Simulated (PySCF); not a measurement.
Radial density of Ce(47+) (cerium, charge +47)

BP86, [Ne] 3s1, 2S determinant. All numbers are calculated (PySCF 2.14, the spin-free X2C one-electron Hamiltonian (Gaussian nucleus), in an even-tempered Gaussian basis (18 s from 10 bohr⁻², ratio 2.5; 12 p from 13 bohr⁻², ratio 2.5; 4 d from 48 bohr⁻², ratio 2.7; 4 f from 72 bohr⁻², ratio 2.7)).

| r (bohr) | 4πr²ρ (e/bohr) | 4πr²(ρα − ρβ) |
| --- | --- | --- |
| 0.0181 | 74.98 | 0.5227 |
| 0.0304 | 61.63 | -0.0068 |
| 0.0512 | 71.24 | 1.1738 |
| 0.0861 | 81.82 | 1.5008 |
| 0.145 | 28.53 | 0.6688 |
| 0.244 | 6.490 | 5.3722 |
| 0.410 | 0.7752 | 0.7737 |
| 0.690 | 0.003196 | 0.0032 |

Densities and radii are taken from the X2C orbitals without a picture-change correction, which distorts them close to the nucleus.

Spin-orbit coupling, which splits the p, d and f shells strongly at this Z, is absent.

Problem. Where is the radial spin density 4πr²(ρα − ρβ) most negative, and why is it negative at all?

Solution. Around r = 0.0304 bohr, down to -0.0068 e/bohr: exchange with the open shell polarises the paired shells in an unrestricted calculation.
